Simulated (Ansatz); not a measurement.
Start from `BN(C)[SiH2]N` and change one atom or group to get `CN[SiH2]N`.

Ansatz, PBE0-D4/def2-TZVP geometries, multiplicity 1. Each molecule was computed in one conformer, which needn't be the lowest.

| property | `BN(C)[SiH2]N` |
| --- | --- |
| HOMO–LUMO gap (ωB97M-V/def2-TZVPP) / eV | 11.84 |
| HOMO energy (ωB97M-V/def2-TZVPP) / eV | -10.10 |
| HOMO energy (PBE/def2-TZVPP) / eV | -6.39 |
| LUMO energy (B3LYP/def2-TZVPP) / eV | -0.25 |
| HOMO energy (PBE0/def2-TZVPP) / eV | -7.80 |
| LUMO energy (PBE/def2-TZVPP) / eV | -0.95 |

Problem. What does the change do to each property? (Best estimate.)

Solution. Computed: 
```
                               property  `CN[SiH2]N`  shift
HOMO–LUMO gap (ωB97M-V/def2-TZVPP) / eV        11.34  -0.50
  HOMO energy (ωB97M-V/def2-TZVPP) / eV        -8.96   1.14
      HOMO energy (PBE/def2-TZVPP) / eV        -5.27   1.12
    LUMO energy (B3LYP/def2-TZVPP) / eV         0.61   0.86
     HOMO energy (PBE0/def2-TZVPP) / eV        -6.62   1.18
      LUMO energy (PBE/def2-TZVPP) / eV         0.09   1.04
```

With PBE0 the HOMO rises by 1.18 eV and the LUMO rises by 0.92 eV, so the gap narrows by about 0.26 eV. PBE moves the HOMO by 1.12 eV and ωB97M-V by 1.14 eV.

B3LYP here is the variant with VWN-RPA as its local correlation; programs differ in this.
